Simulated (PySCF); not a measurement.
## Radial density of Ru (ruthenium, neutral)

UHF, [Kr] 4d7 5s1, high-spin 5F determinant. All numbers are calculated (PySCF 2.14, scalar relativity through the core potential, in cc-pVDZ-PP with ECP28MDF (4s4p3d1f, 38 functions)). This is the valence pseudo-density: the core potential removes the inner electrons and smooths the orbitals near the nucleus.

```json
{"r (bohr)": "0.0213", "4πr²ρ (e/bohr)": "1.116e-05", "4πr²(ρα − ρβ)": "0.0000"}
{"r (bohr)": "0.0359", "4πr²ρ (e/bohr)": "2.904e-05", "4πr²(ρα − ρβ)": "0.0000"}
{"r (bohr)": "0.0603", "4πr²ρ (e/bohr)": "7.415e-05", "4πr²(ρα − ρβ)": "0.0000"}
{"r (bohr)": "0.102", "4πr²ρ (e/bohr)": "0.0002911", "4πr²(ρα − ρβ)": "0.0000"}
{"r (bohr)": "0.171", "4πr²ρ (e/bohr)": "0.002922", "4πr²(ρα − ρβ)": "0.0004"}
{"r (bohr)": "0.287", "4πr²ρ (e/bohr)": "0.05917", "4πr²(ρα − ρβ)": "0.0097"}
{"r (bohr)": "0.483", "4πr²ρ (e/bohr)": "1.557", "4πr²(ρα − ρβ)": "0.1815"}
{"r (bohr)": "0.812", "4πr²ρ (e/bohr)": "11.53", "4πr²(ρα − ρβ)": "1.3249"}
{"r (bohr)": "1.37", "4πr²ρ (e/bohr)": "9.841", "4πr²(ρα − ρβ)": "2.0084"}
{"r (bohr)": "2.30", "4πr²ρ (e/bohr)": "2.292", "4πr²(ρα − ρβ)": "1.0167"}
{"r (bohr)": "3.87", "4πr²ρ (e/bohr)": "0.4360", "4πr²(ρα − ρβ)": "0.3164"}
{"r (bohr)": "6.50", "4πr²ρ (e/bohr)": "0.03861", "4πr²(ρα − ρβ)": "0.0351"}
{"r (bohr)": "10.9", "4πr²ρ (e/bohr)": "0.0001807", "4πr²(ρα − ρβ)": "0.0002"}
```

Energies and moments cover only the electrons outside the core potential.
